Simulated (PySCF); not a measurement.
A structure optimised at PBE0-D3(BJ)/def2-TZVP, used in a PySCF frequency run:

```
Cl
Br 1 2.1328
```

**Question.** Write its SMILES, formula and point group.

**Answer.** ClBr, BrCl, C∞v

**Question.** What are its rotational constants (standard atomic weights)?

**Answer.** 4.5244 GHz (linear rotor, B only)
